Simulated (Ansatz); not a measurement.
## Ligand exchange: CBrCl2F + GaH2(CH3) → C2H3Cl2F + GaH2Br

Species: CBrCl2F (bromodichlorofluoromethane) `FC(Cl)(Cl)Br`, singlet; GaH2(CH3), singlet; C2H3Cl2F (1,1-dichloro-1-fluoroethane) `CC(F)(Cl)Cl`, singlet; GaH2Br `[GaH2][Br]`, singlet. The partners trade Br for CH3: C–Br and Ga–CH3 bonds give way to C–CH3 and Ga–Br.

Shapes, held fixed at every level: PBE0-D4/def2-TZVP. Programs: Ansatz 0.2.0. Electronic energies: no zero-point or thermal term.

```csv
level,kind,ΔE (kJ/mol),less CCSD(T)/def2-TZVPP
HF/def2-TZVPP,Hartree–Fock,-259.7,-39.4
r2SCAN-D4/def2-TZVPP,meta-GGA,-219.8,+0.5
BHLYP-D4/def2-TZVPP,global hybrid,-234.3,-14.0
wB97X-V/def2-TZVPP,range-separated hybrid,-221.7,-1.4
B2PLYP/def2-TZVPP,double hybrid,-220.7,-0.4
CCSD/def2-SVP,coupled cluster or CI,-244.9,-24.6
CCSD(T)/def2-TZVPP,coupled cluster or CI,-220.3,0.0
```

The highest level, CCSD(T)/def2-TZVPP, gives ΔE = -220.3 kJ/mol; the levels span -259.7 to -219.8. The column of differences is taken from that level and isn't an error. No measured value is set beside it here. Relativity is left out for Br, Ga. Outer-core shells of Br, Ga are correlated in most correlated rows, in sets that cover them unevenly.
